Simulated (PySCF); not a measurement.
**An excited-state table with gaps**

Compound: C9H9N.
SMILES: `C=C/C=C\C1=CC=NC=C1`

The calculation used TDDFT CAM-B3LYP/def2-SVPD, vertical, gas phase, core orbitals frozen in the response (PySCF 2.14.0, density-fitted response routines). The structure is a single PBE0-D3(BJ)/def2-SVP conformer in the gas phase; no vibrational or solvent corrections. Torsions of this conformer, `[CH2:1]=[CH:2]/[CH:3]=[CH:4]\[c:5]1[cH:6][cH:7][n:8][cH:9][cH:10]1`: C1–C2–C3–C4 175°, C3–C4–C5–C6 -37°.

Orbital energies (eV): HOMO-3 -9.81, HOMO-2 -8.91, HOMO-1 -8.86, HOMO -7.93, LUMO -0.78, LUMO+1 0.55, LUMO+2 0.84.

Lowest singlets, with some entries withheld (?).

| state | ν̃ (cm⁻¹) | f | main configurations (H = HOMO, L = LUMO) |
| --- | --- | --- | --- |
| S1 | 38160 | 0.586 | H→L (91%) |
| S2 | 38750 | 0.059 | ? |
| S3 | 41450 | 0.024 | ? |
| S4 | 43620 | ? | H-1→L+1 (75%), H-2→L+1 (23%) |
| S5 | ? | ? | H→L+1 (69%), H-2→L (18%) |
| S6 | 49260 | 0.107 | H→L+2 (73%), H-3→L (17%) |
| S7 | ? | 0.161 | H-3→L (52%), H-2→L+1 (27%) |
| S8 | 53050 | 0.0022 | H→L+3 (80%), H→L+4 (10%) |
| S9 | 55410 | ? | H-5→L (33%), H-1→L+2 (22%), H-4→L (14%) |
| S10 | 55920 | 0.185 | ? |

(1) Supply the missing values.

(2) How far apart are S6 and S7, in eV and cm⁻¹?

(3) What is the mean static polarisability from the same response equations?

(4) Where do the lowest triplets lie (Tamm–Dancoff)?

Results:

(1) 
- S2: H-1→L (57%), H-2→L (15%), H-1→L+2 (14%)
- S3: H-2→L (52%), H→L+1 (20%), H-1→L (13%)
- S4: f = 0.0004
- S5: ν̃ = 48870 cm⁻¹; f = 0.079
- S7: ν̃ = 50590 cm⁻¹
- S9: f = 0.016
- S10: H-2→L+1 (27%), H-3→L (16%), H→L+4 (10%)

(2) 6.273 − 6.107 = 0.166 eV, or about 1330 cm⁻¹.

(3) 122.5 au (18.16 Å³), with principal values 71.4, 111.7 and 184.6 au.

(4) T1 2.80 eV, H→L (84%); T2 4.10 eV, H-3→L (33%), H→L+2 (27%), H-2→L+1 (20%); T3 4.17 eV, H-1→L (55%), H-1→L+2 (20%), H-2→L (11%); T4 4.38 eV, H-2→L (63%), H-2→L+2 (15%), H-1→L (14%). E(S1) − E(T1) = +1.93 eV.

All these states lie below the vertical ionisation energy of 8.51 eV (ΔSCF).
